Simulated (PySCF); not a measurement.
## Electric field gradients and quadrupole coupling constants

Species: C₅H₇FOSi.
Cartesian coordinates in Å at the GFN2-xTB level; atoms count from 1:
```xyz
15
C5H7FOSi angstrom
C     -2.5805    1.5281    0.1303
C     -1.5686    0.9000    0.0059
C     -0.3544    0.1409   -0.1730
F     -0.3035   -0.3366   -1.5003
C     -0.2937   -1.0016    0.7854
C      0.0227   -2.2426    0.4624
Si     1.2415    1.2473   -0.0037
O      2.5125    0.3134   -0.3599
H     -3.4641    2.0797    0.2537
H     -0.5122   -0.7161    1.8049
H      0.0703   -3.0249    1.1997
H      0.2269   -2.5262   -0.5565
H      1.4386    1.6262    1.3848
H      1.0777    2.3474   -0.9483
H      2.4823   -0.3270   -1.0684
```

Field gradients from the PBE0/pcSseg-1 density (PySCF, non-relativistic), principal values in atomic units, ordered |Vxx| ≤ |Vyy| ≤ |Vzz|:

| atom | Vxx | Vyy | Vzz |
| --- | --- | --- | --- |
| O8 | -0.3776 | -1.1325 | 1.5102 |

Find the asymmetry η = (Vxx − Vyy)/Vzz and the couplings χ = eQV/h (234.96 MHz × Q in barn × V in au), with Q(17O) = −0.0256 b.

```csv
atom,environment,nucleus,η,χzz (MHz),χxx (MHz),χyy (MHz)
O8,silanol oxygen,17O,0.50,-9.08,2.27,6.81
```

What is Vzz at O8 in SI units (1 au = 9.71736 × 10²¹ V/m²)?

1.5102 au = 14.675 × 10²¹ V/m².

And the gradient at the other heavy atoms, for which no coupling is worked out here?

| atom | environment | Vzz (au) | η |
| --- | --- | --- | --- |
| C1 | terminal alkyne carbon | -0.295 | 0.63 |
| C2 | alkyne carbon | -0.276 | 0.26 |
| C3 | sp3 C–F carbon | 0.564 | 0.47 |
| F4 | alkyl fluorine | 3.100 | 0.02 |
| C5 | alkene CH carbon | 0.273 | 0.84 |
| C6 | terminal =CH2 carbon | 0.306 | 0.27 |
| Si7 | oxygen-bound silicon | -0.437 | 0.86 |

Were the hydrogens deuterons (Q(2H) = 0.00286 b), χzz would run from 108 kHz (H14) to 338 kHz (H15).

One conformer (not necessarily the lowest) at the GFN2-xTB geometry, without solvent, vibrations or thermal averaging. GFN2-xTB bond lengths can be off by several hundredths of an ångström, more for odd bonds, and the gradients follow them. These gradients aren't converged with respect to the basis.
